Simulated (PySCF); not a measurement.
Exercise with solution: entropy of an ideal gas

CH₃ClTe, SMILES [Te](C)Cl.

Coordinates come from a PBE-D3(BJ)/def2-SVP optimisation. The def2 effective core potentials stand for the cores of Te; spin–orbit coupling is left out.

PBE-D3(BJ)/def2-SVP (PySCF 2.14.0) gives the harmonic wavenumbers 100, 140, 352, 508, 792, 812, 1186, 1363, 1388, 2990, 3109, 3135 cm⁻¹ and the rotational temperatures 0.3679, 0.1388, 0.1022 K. The molar mass is 178.09 g/mol, the symmetry number 1, the spin multiplicity 1.

Problem. Work out the entropy at 298.15 K and 1 atm in the rigid-rotor, harmonic-oscillator model.

Solution. 
Translation (Sackur–Tetrode at 1 atm): S = R[1.5 ln M + 2.5 ln T − 1.16487] = 173.4 J/(mol K).
Rotation: q = (√π/σ) T^1.5/√(θA θB θC) = 126000, S = R[ln q + 3/2] = 110.1 J/(mol K).
Vibration: with u = 1.4388 ν/T, each mode gives R[u/(e^u − 1) − ln(1 − e^−u)]:
| ν (cm⁻¹) | modes | u | S (J/(mol K)) |
|---|---|---|---|
| 100 | 1 | 0.48 | 14.45 |
| 140 | 1 | 0.68 | 11.73 |
| 352 | 1 | 1.70 | 4.84 |
| 508 | 1 | 2.45 | 2.67 |
| 792 | 1 | 3.82 | 0.90 |
| 812 | 1 | 3.92 | 0.83 |
| 1186 | 1 | 5.72 | 0.18 |
| 1363 | 1 | 6.58 | 0.09 |
| 1388 | 1 | 6.70 | 0.08 |
The stiffer modes add less than 0.005 each. Sum 35.8 J/(mol K).
Spin: R ln 1 = 0.0 J/(mol K).
Total 319.3 J/(mol K); the program's own thermochemistry gives 319.3. Translation makes up 54 % and vibration 11 %. Anharmonicity, hindered rotation and orbital degeneracy are left out.
